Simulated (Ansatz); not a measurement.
CHFO₂Sn, relaxed with RKS PBE-D4/def2-SVP in the Gaussian-basis code of Ansatz from a rough embedded geometry. The force threshold is 0.03 eV/Å; the program also tests the step.

Total charge 0; spin multiplicity 1. Sn: def2 effective core potential. The bonds changed during the relaxation, so this is another structure than the one it started from.

Start:

```xyz
6

O     1.843    0.480   -1.134
C     0.995   -0.108   -0.351
O     0.706   -1.336    0.496
Sn   -0.745   -0.103    0.446
F    -2.077   -0.336   -0.898
H    -0.722    1.403    1.441
```

How much energy does the relaxation release, and in how many steps? (Estimate.)

Ansatz gave: 477.53 kJ/mol, in 40 steps, 6 of them rejected.

Which bonds change most? (Best estimate.)

Ansatz gave: C2–O3 from 1.520 to 1.185 Å; O1–C2 from 1.295 to 1.166 Å; Sn4–F5 from 1.907 to 2.009 Å; Sn4–H6 from 1.805 to 1.818 Å.

Give the relaxed structure. (An estimate is asked.)

Ansatz gave: 
```xyz
6

O     1.673   -1.246   -1.047
C     1.347   -0.276   -0.488
O     1.093    0.727    0.090
Sn   -1.539    1.109    0.344
F    -1.249   -0.515   -0.802
H    -1.324    0.201    1.904
```
